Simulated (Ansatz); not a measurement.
Geometry optimisation, Ansatz 0.2.0, RKS r2SCAN-D4/def2-SVP.

The input (input.yaml):

```yaml
crystal:
  periodic: [false, false, false]
  atoms:
    - { symbol: Ga, position_ang: [0.096616, -0.110997, 0.19207] }
    - { symbol: H, position_ang: [0.452659, -0.514473, 1.646797] }
    - { symbol: C, position_ang: [2.029154, 0.11764, -0.008523] }
    - { symbol: H, position_ang: [2.419495, -0.9055, 0.147399] }
    - { symbol: H, position_ang: [2.531108, 0.545873, -0.889941] }
    - { symbol: H, position_ang: [2.311101, 0.69633, 0.88646] }
    - { symbol: "N", position_ang: [-1.419057, 0.063014, -0.758789] }
    - { symbol: H, position_ang: [-2.339576, -0.231982, -0.444258] }
    - { symbol: H, position_ang: [-1.443899, 0.339996, -1.734016] }
basis:
  gaussian: { orbitals: def2-SVP }
hamiltonian:
  xc: r2scan
  dispersion: d4
relax:
  f_tol: 0.03
  max_steps: 50
```

Launched with:

```bash
$ ansatz run input.yaml --threads 2 --pin off --max-ram 3072MiB --backend cpu --events-out ev --progress --plain --runs-dir out
```

Where does it end, and by what steps?

The forces met the threshold. After 7 steps the energy has fallen by 0.741 eV; H2 moved furthest, 0.83 Å.

```json
{"step": "0", "energy less start (eV)": "0.0000", "largest force component (eV/Å)": "1.343", "accepted": "yes"}
{"step": "1", "energy less start (eV)": "-0.3272", "largest force component (eV/Å)": "0.873", "accepted": "yes"}
{"step": "2", "energy less start (eV)": "-0.5140", "largest force component (eV/Å)": "0.472", "accepted": "yes"}
{"step": "3", "energy less start (eV)": "-0.6567", "largest force component (eV/Å)": "0.254", "accepted": "yes"}
{"step": "4", "energy less start (eV)": "-0.7191", "largest force component (eV/Å)": "0.443", "accepted": "yes"}
{"step": "5", "energy less start (eV)": "-0.7339", "largest force component (eV/Å)": "0.170", "accepted": "yes"}
{"step": "6", "energy less start (eV)": "-0.7391", "largest force component (eV/Å)": "0.389", "accepted": "yes"}
{"step": "7", "energy less start (eV)": "-0.7411", "largest force component (eV/Å)": "0.029", "accepted": "yes"}
```

```xyz
9
Properties=species:S:1:pos:R:3
Ga 0.159 -0.223 0.513
H -0.305 -0.713 1.921
C 2.003 0.118 -0.058
H 2.591 -0.814 -0.039
H 2.045 0.532 -1.077
H 2.500 0.824 0.627
N -1.170 0.038 -0.696
H -2.154 -0.116 -0.504
H -1.031 0.353 -1.650
```

The run took 22 s on 2 threads of Arm Neoverse V2 (shared host), peak memory 0.14 GiB.
